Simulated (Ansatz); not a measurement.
Reaction (ligand exchange at a V–C bond): `[CH3][V](=[NH])([NH2])[NH2]` + HCl → `[NH]=[V]([NH2])([NH2])[Cl]` + CH₄

Calculated with Ansatz (gas phase, PBE0-D4/def2-TZVP geometries, no zero-point term in ΔE). CBS: MP2 limit from def2 TZ/QZ plus the TZ coupled-cluster correction, frozen cores. This one scheme is used for every species. Functionals use def2-TZVPP. For V outer-core shells are correlated without core-valence functions, which leaves a few kJ/mol of doubt a bond. Scalar relativity is left out up to krypton. Each species was taken in one conformer, which may not be the lowest.

Q: Is it downhill or uphill in electronic energy at CCSD(T)/CBS, and by how much? (Estimate.)

A: The calculation gave: Downhill: ΔE = -174.4 kJ/mol.

Q: What do these levels give: BLYP-D4, CAM-B3LYP-D4, PBE-QIDH, BHLYP, CCSD/def2-TZVPP, SCS-MP2/def2-QZVPP? (Best estimate.)

A: Ansatz gave: BLYP-D4 -185.8, CAM-B3LYP-D4 -178.1, PBE-QIDH -191.9, BHLYP -178.8, CCSD/def2-TZVPP -166.7, SCS-MP2/def2-QZVPP -201.3 kJ/mol.

Largest T1 diagnostic among the species: 0.031, so the coupled-cluster value is less sure than usual.

At CCSD(T), def2-SVP lies −11.4 kJ/mol from the extrapolated value and def2-TZVPP +0.3 kJ/mol. From PBE to PBE0 (25 % exact exchange), in def2-TZVPP and without D4, ΔE moves by +3.6 kJ/mol.
